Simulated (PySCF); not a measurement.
Isomers of C3H13NOSi3, mass 163.030 u with the commonest isotopes. Computed with PBE0/pcSseg-1 in PySCF (dipole) on a GFN2-xTB geometry, gas phase. One conformer each, none proved a minimum here; rigid rotors.

Problem. Order these by rotational constant C, largest first.
A. `[CH3:1][NH:2][SiH2:3][O:4]/[C:5]([SiH3:6])=[CH:7]\[SiH3:8]` with C1–N2–Si3–O4 179°, N2–Si3–O4–C5 61°, Si3–O4–C5–Si6 -33°
B. `[CH3:1][O:2][Si@@H:3]1[C@@H:4]([SiH3:5])[SiH2:6][N:7]1[CH3:8]` with C1–O2–Si3–C4 -88°
C. `[NH2:1][Si@@H:2]([SiH3:3])[SiH2:4][CH2:5][CH2:6][CH:7]=[O:8]` with H–N1–Si2–Si3 -172° and 54°, N1–Si2–Si4–C5 -67°, Si2–Si4–C5–C6 45°, Si4–C5–C6–C7 46°, C5–C6–C7–O8 -22°
D. `[CH3:1][C:2](=[O:3])[NH:4][Si:5]([CH3:6])([SiH3:7])[SiH3:8]` with C1–C2–N4–Si5 180°, C2–N4–Si5–C6 180°
E. `[NH2:1][Si@H:2]([SiH3:3])[C:4](=[O:5])[CH2:6][CH2:7][SiH3:8]` with H–N1–Si2–Si3 179° and 42°, N1–Si2–C4–O5 23°, Si2–C4–C6–C7 -154°, C4–C6–C7–Si8 -42°

Solution. D (764.9 MHz), C (731.4 MHz), B (628.9 MHz), E (509.8 MHz), A (495.7 MHz).

Problem. Order these by rotational constant B, largest first.
A. `[NH2:1][Si@@H:2]([SiH3:3])[SiH2:4][CH2:5][CH2:6][CH:7]=[O:8]` with H–N1–Si2–Si3 -172° and 54°, N1–Si2–Si4–C5 -67°, Si2–Si4–C5–C6 45°, Si4–C5–C6–C7 46°, C5–C6–C7–O8 -22°
B. `[CH3:1][C:2](=[O:3])[NH:4][Si:5]([CH3:6])([SiH3:7])[SiH3:8]` with C1–C2–N4–Si5 180°, C2–N4–Si5–C6 180°
C. `[NH2:1][Si@H:2]([SiH3:3])[C:4](=[O:5])[CH2:6][CH2:7][SiH3:8]` with H–N1–Si2–Si3 179° and 42°, N1–Si2–C4–O5 23°, Si2–C4–C6–C7 -154°, C4–C6–C7–Si8 -42°
D. `[CH3:1][NH:2][SiH2:3][O:4]/[C:5]([SiH3:6])=[CH:7]\[SiH3:8]` with C1–N2–Si3–O4 179°, N2–Si3–O4–C5 61°, Si3–O4–C5–Si6 -33°
E. `[CH3:1][O:2][Si@@H:3]1[C@@H:4]([SiH3:5])[SiH2:6][N:7]1[CH3:8]` with C1–O2–Si3–C4 -88°

Solution. E (1010 MHz), B (929.4 MHz), A (770.7 MHz), D (658.0 MHz), C (573.7 MHz).

Problem. Order these by out-of-plane moment Σ m c² = (Ia + Ib − Ic)/2, smallest first.
A. `[CH3:1][O:2][Si@@H:3]1[C@@H:4]([SiH3:5])[SiH2:6][N:7]1[CH3:8]` with C1–O2–Si3–C4 -88°
B. `[NH2:1][Si@@H:2]([SiH3:3])[SiH2:4][CH2:5][CH2:6][CH:7]=[O:8]` with H–N1–Si2–Si3 -172° and 54°, N1–Si2–Si4–C5 -67°, Si2–Si4–C5–C6 45°, Si4–C5–C6–C7 46°, C5–C6–C7–O8 -22°
C. `[CH3:1][NH:2][SiH2:3][O:4]/[C:5]([SiH3:6])=[CH:7]\[SiH3:8]` with C1–N2–Si3–O4 179°, N2–Si3–O4–C5 61°, Si3–O4–C5–Si6 -33°
D. `[NH2:1][Si@H:2]([SiH3:3])[C:4](=[O:5])[CH2:6][CH2:7][SiH3:8]` with H–N1–Si2–Si3 179° and 42°, N1–Si2–C4–O5 23°, Si2–C4–C6–C7 -154°, C4–C6–C7–Si8 -42°
E. `[CH3:1][C:2](=[O:3])[NH:4][Si:5]([CH3:6])([SiH3:7])[SiH3:8]` with C1–C2–N4–Si5 180°, C2–N4–Si5–C6 180°

Solution. C (17.37 u·Å²), A (41.76 u·Å²), D (68.53 u·Å²), B (140.53 u·Å²), E (155.75 u·Å²).

```json
{"SMILES": "N[Si@H]([SiH3])C(=O)CC[SiH3]", "point group": "C1", "Ia (u·Å²)": "247.49", "Ib (u·Å²)": "880.94", "Ic (u·Å²)": "991.36", "κ": "-0.92", "μa (D)": "2.41", "μb (D)": "0.42", "μc (D)": "1.27"}
{"SMILES": "CN[SiH2]O/C([SiH3])=C\\[SiH3]", "point group": "C1", "Ia (u·Å²)": "286.13", "Ib (u·Å²)": "768.06", "Ic (u·Å²)": "1019.44", "κ": "-0.74", "μa (D)": "2.39", "μb (D)": "0.57", "μc (D)": "0.38"}
{"SMILES": "CO[Si@@H]1[C@@H]([SiH3])[SiH2]N1C", "point group": "C1", "Ia (u·Å²)": "386.66", "Ib (u·Å²)": "500.46", "Ic (u·Å²)": "803.61", "κ": "0.12", "μa (D)": "1.06", "μb (D)": "0.68", "μc (D)": "0.06"}
{"SMILES": "N[Si@@H]([SiH3])[SiH2]CCC=O", "point group": "C1", "Ia (u·Å²)": "316.37", "Ib (u·Å²)": "655.70", "Ic (u·Å²)": "691.02", "κ": "-0.91", "μa (D)": "1.00", "μb (D)": "1.07", "μc (D)": "2.35"}
{"SMILES": "CC(=O)N[Si](C)([SiH3])[SiH3]", "point group": "Cs", "Ia (u·Å²)": "428.43", "Ib (u·Å²)": "543.77", "Ic (u·Å²)": "660.70", "κ": "-0.21", "μa (D)": "1.30", "μb (D)": "0.00", "μc (D)": "3.75"}
```
